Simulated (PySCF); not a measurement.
# Mayer bond orders and bond lengths

Compound: C7H15OP.
Atom-mapped SMILES: `[CH2:1]=[CH:2][P:3]([CH2:4][O:5][CH3:6])[CH:7]([CH3:8])[CH3:9]` (hydrogens: H10, H11 on C1; H12 on C2; H13, H14 on C4; H15, H16, H17 on C6; H18 on C7; H19, H20, H21 on C8; H22, H23, H24 on C9)

Geometry (GFN2-xTB, Å), atoms numbered from 1 in this order:
```
atom  x, y, z in Å
C1    -1.087    2.864    0.911
C2    -0.347    1.864    0.461
P3    -0.601    0.136    0.990
C4     1.213   -0.326    1.063
O5     1.847   -0.052   -0.158
C6     3.212   -0.372   -0.151
C7    -0.999   -0.563   -0.712
C8    -0.944   -2.085   -0.683
C9    -2.385   -0.081   -1.127
H10   -0.938    3.882    0.586
H11   -1.880    2.701    1.623
H12    0.453    2.026   -0.253
H13    1.299   -1.393    1.325
H14    1.671    0.251    1.885
H15    3.599   -0.123   -1.138
H16    3.753    0.203    0.611
H17    3.368   -1.442    0.043
H18   -0.250   -0.180   -1.414
H19    0.064   -2.435   -0.474
H20   -1.250   -2.491   -1.646
H21   -1.613   -2.477    0.082
H22   -2.429    1.007   -1.143
H23   -2.633   -0.452   -2.121
H24   -3.137   -0.443   -0.428
```

Bond orders from the PBE0/pcSseg-1 density (PySCF). One conformer (not necessarily the lowest) at the GFN2-xTB geometry, without solvent, vibrations or thermal averaging.

(1) How far do the computed orders between heavy atoms stray from the drawn ones?

(2) Set the Mayer orders of the bonds between heavy atoms beside their lengths.

Answers

(1) The largest departure is 0.100, at C4–O5 (drawn single, 0.900).

(2) 
```csv
bond,drawn as,length (Å),Mayer order
C1–C2,double,1.323,1.964
C2–P3,single,1.825,0.939
P3–C4,single,1.873,0.958
C4–O5,single,1.403,0.900
O5–C6,single,1.402,0.930
P3–C7,single,1.883,0.932
C7–C8,single,1.524,1.023
C7–C9,single,1.525,1.031
```

Bonds between the same two heavy elements. C–C: lowest C7–C8 (1.023, 1.524 Å), highest C1–C2 (1.964, 1.323 Å). C–P: lowest P3–C7 (0.932, 1.883 Å), highest P3–C4 (0.958, 1.873 Å). C–O: lowest C4–O5 (0.900, 1.403 Å), highest O5–C6 (0.930, 1.402 Å).

Question: And the bonds to hydrogen?

Answer: C–H: 0.92 to 0.97 (15 bonds).

Question: Sum the orders of all bonds at each heavy atom with more than one neighbour and set the sums beside the valence in the SMILES.

Answer: C1 3.870 (drawn 4), C2 3.828 (drawn 4), P3 2.829 (drawn 3), C4 3.726 (drawn 4), O5 1.830 (drawn 2), C6 3.822 (drawn 4), C7 3.902 (drawn 4), C8 3.910 (drawn 4), C9 3.915 (drawn 4). Orders between atoms that aren't bonded are not in these sums.

For a closed shell the Mayer order of atoms A and B is Σ (PS)μν (PS)νμ over the basis functions μ on A and ν on B, with P the density and S the overlap matrix.
